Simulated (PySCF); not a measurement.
C5H13N3Si.
Cartesian coordinates in Å at the GFN2-xTB level; atoms count from 1:
```
atom  x, y, z in Å
C1     4.5594   -0.4534    0.4397
C2     3.4159   -0.4259    0.8067
Si3    1.6716   -0.4013    1.4275
N4     0.7529   -0.0243    0.0308
C5    -0.6564    0.2692    0.0091
C6    -0.9075    1.5441   -0.8104
N7    -2.3032    1.9415   -0.7318
C8    -1.4866   -0.8944   -0.5468
N9    -1.5153   -1.9903    0.4063
H10    5.5582   -0.4716    0.1074
H11    1.3959   -1.7128    2.0464
H12    1.4722    0.6689    2.4115
H13    1.1132   -0.2439   -0.8855
H14   -0.9748    0.4407    1.0416
H15   -0.2068    2.3169   -0.4515
H16   -0.6765    1.3455   -1.8622
H17   -2.5555    2.1266    0.2337
H18   -2.4542    2.7947   -1.2589
H19   -1.0719   -1.1792   -1.5308
H20   -2.5094   -0.5423   -0.6967
H21   -0.5722   -2.3266    0.5726
H22   -2.0596   -2.7628    0.0381
```

Computed at PBE0/pcSseg-1 (PySCF, non-relativistic), with Q(14N) = 0.02044 b: N4, 14N (I = 1): χzz = -5.028 MHz, η = 0.306; N7, 14N (I = 1): χzz = -5.546 MHz, η = 0.108.

Where would the pure quadrupole (NQR) lines of 14N at N4 fall for the rigid, isolated species?

From ν± = (3/4)|χ|(1 ± η/3) and ν0 = |χ|η/2: ν+ 4.155 MHz, ν− 3.386 MHz, ν0 0.769 MHz (silicon-bound nitrogen).

Where would the pure quadrupole (NQR) lines of 14N at N7 fall for the rigid, isolated species?

From ν± = (3/4)|χ|(1 ± η/3) and ν0 = |χ|η/2: ν+ 4.310 MHz, ν− 4.009 MHz, ν0 0.301 MHz (primary amine nitrogen).

In a crystal, neighbours and librations shift these lines. GFN2-xTB bond lengths can be off by several hundredths of an ångström, more for odd bonds, and the gradients follow them. These gradients aren't converged with respect to the basis.

One conformer stands for the species.
